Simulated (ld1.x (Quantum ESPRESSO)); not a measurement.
**palladium (Pd): variants of one RRKJ potential**

Base potential:

* Element: Pd
* Generator: ld1.x (Quantum ESPRESSO) 7.5
* Type: norm-conserving RRKJ (Kleinman–Bylander form)
* Functional: PW91
* Relativity: scalar-relativistic
* Frozen core: [Ar] 3d10
* Valence charge: 18
* Reference configuration: 4s2 4p6 4d8 5s0 5p0 (charge +2)
* Partial waves: 4s (bound): rc 1.45 bohr; 4p (bound): rc 1.35 bohr; 4d (bound): rc 1.95 bohr; 4f channel at -0.05 Ry: rc 1.55 bohr
* Local potential: all-electron potential smoothed inside 1.50 bohr (lloc = -1)
* Core correction: none

All-electron outer shells of the reference configuration (PW91, scalar-relativistic, ld1.x):

```tsv
shell	level (eV)	outermost node (bohr)	outermost maximum (bohr)
3d	-351.24	–	0.28
4s	-110.57	0.45	0.85
4p	-76.18	0.46	0.91
4d	-27.40	0.45	1.07
5s	-20.36	1.13	2.27
5p	-14.23	1.26	2.74
```

Cutoffs, loose and tight: the cutoffs (Ry, on a coarse ladder) from which the occupation-weighted sum of valence levels, in a spherical-Bessel basis at the reference potential, stays within 10 and 1 mRy of its value at 400 Ry. They do not see the model core or the augmentation charge, which bear on the density cutoff. Test errors are all-electron minus pseudo excitation energies from the reference, over the configurations 4s2 4p6 4d10 5s0 5p0; 4s2 4p6 4d9 5s0 5p0; 4s2 4p6 4d7 5s0 5p0; 4s2 4p5 4d10 5s0 5p0; 4s2 4p6 4d9.5 5s0 5p0; 4s1 4p6 4d10 5s0 5p0; 4s2 4p6 4d9 5s0 5p1. A dash means not determined; rows that change the core or the reference have their own tests. The largest error is taken over the tests solved by every variant that gives reliable tests at all: 4s1 4p6 4d10 5s0 5p0; 4s2 4p5 4d10 5s0 5p0; 4s2 4p6 4d7 5s0 5p0; 4s2 4p6 4d9 5s0 5p0; 4s2 4p6 4d9 5s0 5p1; 4s2 4p6 4d9.5 5s0 5p0.

A true bound ghost makes a file unfit for plane-wave use even where its test errors are small: the radial tests pick states by their node count and pass the ghost by.

Cutoffs are not given where the Bessel-basis levels miss the radial ones by over 6 mRy, ghosts where they miss by over 20 mRy; a channel whose overlap is not positive is not tested.

```tsv
change	outcome	cutoff, loose	cutoff, tight	bound ghosts	largest test error (meV)
base	generated	80 Ry	120 Ry	none	-239
core correction a·sin(br)/r model core inside 0.58 bohr	generated	80 Ry	120 Ry	none	-319
fully relativistic	generated	–	–	p1/2, s, p3/2	-209
wave 4f channel at -0.05 Ry: rc 1.55 bohr becomes 4f channel at -0.14 Ry: rc 1.55 bohr	generated	80 Ry	120 Ry	none	-239
wave 4s (bound): rc 1.45 bohr becomes 4s (bound): rc 1.90 bohr	generated	80 Ry	120 Ry	none	-594
all radii scaled by about 1.26 (s 1.82, p 1.70, d 2.46, f 1.94 bohr); local potential all-electron potential smoothed inside 1.88 bohr (lloc = -1)	generated	35 Ry	45 Ry	none	-842
type ultrasoft; waves now 4s (bound): rcut 1.25, rcutus 1.45 bohr; 5s (bound): rcut 1.25, rcutus 1.45 bohr; 4p (bound): rc 1.35 bohr; 5p (bound): rc 1.35 bohr; 4d (bound): rcut 1.70, rcutus 1.95 bohr; 4d channel at 1.85 Ry: rcut 1.70, rcutus 1.95 bohr; 4f channel at -0.05 Ry: rcut 1.35, rcutus 1.55 bohr; 4f channel at 0.65 Ry: rcut 1.35, rcutus 1.55 bohr; local potential all-electron potential smoothed inside 1.90 bohr (lloc = -1); augmentation built from norm-conserving waves at rcut, not smoothed further	generated	–	–	not determined	test run stopped at test 5 of 7 (negative rho), 4 before it not solved
wave 4p (bound): rc 1.35 bohr becomes 4p (bound): rc 1.86 bohr	generated	50 Ry	80 Ry	none	-246
wave 4d (bound): rc 1.95 bohr becomes 4d (bound): rc 2.80 bohr	generated	80 Ry	120 Ry	none	-621
functional revPBE	generated	80 Ry	120 Ry	none	-233
wave 4f channel at -0.05 Ry: rc 1.55 bohr becomes 4f channel at -0.05 Ry: rc 1.12 bohr	generated	80 Ry	120 Ry	none	-239
local potential the d channel	generated	80 Ry	120 Ry	none	-158
```

**Question.** What comes out with this change to the base: local potential all-electron potential smoothed inside 0.72 bohr (lloc = -1)?

**Answer.** outcome: generated; cutoff, loose: 80 Ry; cutoff, tight: 120 Ry; bound ghosts: s; largest test error (meV): -227.
